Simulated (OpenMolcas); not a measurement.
N I: thermal populations, worked from levels

```json
{
  "Program": "OpenMolcas",
  "Basis": "ANO-RCC-VDZP [3s2p1d]",
  "Scalar Hamiltonian": "DKH2, point nucleus",
  "Active space": "3 electrons in 3 orbitals (2p)",
  "State averaging": "2S+1 = 4 odd, 1 root; 2S+1 = 2 odd, 8 roots",
  "Spin-orbit coupling": "state interaction with AMFI integrals over the reference wave functions, term energies averaged over their components"
}
```

Methods: CASSCF; SS-CASPT2, IPEA 0.25 Eh, imaginary shift 0.1 Eh (closed shells correlated: 1s 2s). Measured levels: NIST Handbook of Basic Atomic Spectroscopic Data.

**Thermal populations.** Z = Σ (2J + 1) exp(-E/kT) with k = 0.695035 cm-1/K, over the levels below. No other level of either list lies under 83200 cm-1, which is above 7 kT at each temperature.

| Level | 2J + 1 | SS-CASPT2 | measured |
| --- | --- | --- | --- |
| 2s² 2p³ ⁴S°_3/2 | 4 | 0.0 | 0.0 |
| 2s² 2p³ ²D°_3/2 | 4 | 21410 | 19233 |
| 2s² 2p³ ²D°_5/2 | 6 | 21410 | 19224 |
| 2s² 2p³ ²P°_1/2 | 2 | 33240 | 28839 |
| 2s² 2p³ ²P°_3/2 | 4 | 33250 | 28839 |

| T (K) | Z, SS-CASPT2 | Z, measured levels | Ground level (%), SS-CASPT2 | Ground level (%), measured levels |
| --- | --- | --- | --- | --- |
| 8000 | 4.228 | 4.348 | 94.6 | 92.0 |
| 12000 | 4.879 | 5.186 | 82.0 | 77.1 |

At 12000 K, kT = 8340 cm-1, and the computed levels give Z = 4.000 + 0.307 + 0.461 + 0.037 + 0.074 = 4.879.

CASPT2 breaks the degeneracy within a term, and the mean is taken; among the terms shown or strongly mixed into the levels shown the widest spread is 140 cm-1 (2s² 2p³ ²P°, SS-CASPT2). With the s shell closed, the reference lacks s² → p² mixing. Without dynamic correlation excited terms often stand tens of per cent too high (terms of higher spin than the ground term too low), and those without a measured partner can miss by more than the paired ones (holds for CASSCF). Some terms miss by over 15 % even with CASPT2, which points to a basis or an active space too small for the shells correlated (holds for SS-CASPT2). Computed and measured levels are paired by configuration, term and J; levels that our copy of the source lacks, or whose pairing is in doubt (as where it misses far off the trend of its configuration), stay unpaired and out of the deviations. Levels of configurations outside the active space are missing.

° marks odd parity.
